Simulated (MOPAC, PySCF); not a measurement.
C2H7Al, SMILES `[CH3][AlH][CH3]`, neutral singlet in the gas phase. 

Cartesian coordinates (Å):
SMILES: [CH3][AlH][CH3]
```xyz
10

C     -1.7240    -0.0680     0.0837
Al     0.0456     0.5717    -0.4436
C      1.6728    -0.2907     0.2096
H     -2.5407     0.4998    -0.3675
H     -1.8555    -1.1205    -0.1916
H     -1.8461    -0.0228     1.1718
H      0.1861     1.8124    -1.4356
H      1.4885    -1.0370     0.9862
H      2.3801     0.4451     0.6062
H      2.1923    -0.7945    -0.6142
```
Charge 0, multiplicity 1.

All levels are single points at this geometry (PBE0-D4/def2-TZVP); Pople sets use spherical d functions. Orbital energies aren't observables, and empty levels follow the basis.

```
level                       HOMO (eV)  LUMO (eV)  gap (eV)  dipole (D)  vertical IE, Delta-SCF (eV)
--------------------------  ---------  ---------  --------  ----------  ---------------------------
PBE0-D4/def2-TZVP in PySCF      -7.76      -0.83      6.93        0.68                            –
B3LYP/6-31G* in PySCF           -7.30      -0.93      6.37        0.73                         9.72
B3LYP/LANL2DZ in PySCF          -7.42      -0.94      6.48        0.69                            –
M06-2X/6-31G* in PySCF          -8.74      -0.27      8.47        0.68                            –
HF/3-21G in PySCF              -10.70       1.92     12.62        0.60                            –
PM3 in MOPAC                   -10.43      -1.72      8.71        0.43                            –
```
